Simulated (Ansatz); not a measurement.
Ansatz (a quantum-chemistry and plane-wave program) input (B3LYP-D3(BJ)/def2-TZVP):

Ansatz 0.2 input:
```yaml
crystal:
  periodic: [false, false, false]
  atoms:
    - {symbol: O, position_ang: [-1.41132694, -0.69346463, -0.13199996]}
    - {symbol: C, position_ang: [-0.36406876, -0.04595738, 0.00200771]}
    - {symbol: O, position_ang: [-0.59359976, 1.13537340, 0.32059355]}
    - {symbol: O, position_ang: [0.82881557, -0.55786013, -0.17331897]}
    - {symbol: H, position_ang: [1.53403978, 0.09184898, -0.02654447]}
basis:
  gaussian:
    orbitals: def2-TZVP
hamiltonian:
  xc: b3lyp
  dispersion: d3bj
magnetization: {spin_polarized: true, initial_magnetization: 1}
relax: {f_tol: 0.002, max_steps: 150}
```

End of the output:

```
these checks for a lower state are left out or cut short: starts, cluster_reference, orbital_swaps, neighbouring_geometries, increment
integrals: 0.03 GiB planned
677 factors; their error is unknown
mean field: 0.48 GiB planned
mean field -7196.01118572 eV, -264.4485334438 hartree, gradient 1.5e-5 eV, S^2 0.757320; 0 other end points of the search recorded, 0 dependent functions left out
the calculation of the forces begins
reference -7196.01136440 eV, -264.4485400101 hartree; 16, 15 occupied and 114, 115 virtual orbitals, 677 factors
relax step   7: F+E_penalty+E_count = -7196.11320781 eV  Δ(F+E_penalty+E_count) = -1.043e-5 eV  max|allowed force component| = 2.520e-3 eV/Å  Δτ_max = 0.0005 Å  (47 SCF iters, accepted)
these checks for a lower state are left out or cut short: starts, cluster_reference, orbital_swaps, neighbouring_geometries, increment
integrals: 0.03 GiB planned
677 factors; their error is unknown
mean field: 0.48 GiB planned
mean field -7196.01118647 eV, -264.4485334712 hartree, gradient 1.4e-5 eV, S^2 0.757320; 0 other end points of the search recorded, 0 dependent functions left out
the calculation of the forces begins
reference -7196.01136515 eV, -264.4485400376 hartree; 16, 15 occupied and 114, 115 virtual orbitals, 677 factors
relax step   8: F+E_penalty+E_count = -7196.11320795 eV  Δ(F+E_penalty+E_count) = -1.384e-7 eV  max|allowed force component| = 3.461e-4 eV/Å  Δτ_max = 0.0001 Å  (45 SCF iters, accepted)
integrals: 0.03 GiB planned
677 factors; their error is unknown
mean field: 0.48 GiB planned
mean field evaluation 96: about -7195.7617 eV, gradient 8.0e0 eV
mean field -7196.01118647 eV, -264.4485334712 hartree, gradient 1.4e-5 eV, S^2 0.757320; 3 other end points of the search recorded, 0 dependent functions left out
the calculation of the forces begins
reference -7196.01136515 eV, -264.4485400376 hartree; 16, 15 occupied and 114, 115 virtual orbitals, 677 factors
Total energy: -7196.11338663 eV, -264.4522892578 hartree
Atom 0 at    -1.401517    -0.727704    -0.141461 Å, force     0.000104     0.000107     0.000014 eV/Å
Atom 1 at    -0.371234    -0.028933     0.006909 Å, force     0.000065     0.000128     0.000148 eV/Å
Atom 2 at    -0.561570     1.157634     0.325314 Å, force    -0.000013    -0.000201    -0.000110 eV/Å
Atom 3 at     0.822827    -0.571747    -0.176660 Å, force    -0.000308    -0.000346    -0.000180 eV/Å
Atom 4 at     1.505355     0.100689    -0.023364 Å, force     0.000151     0.000312     0.000128 eV/Å
Dipole moment:     0.588450     0.059866    -0.004450 e Å
```

It need not be the lowest isomer of its formula.
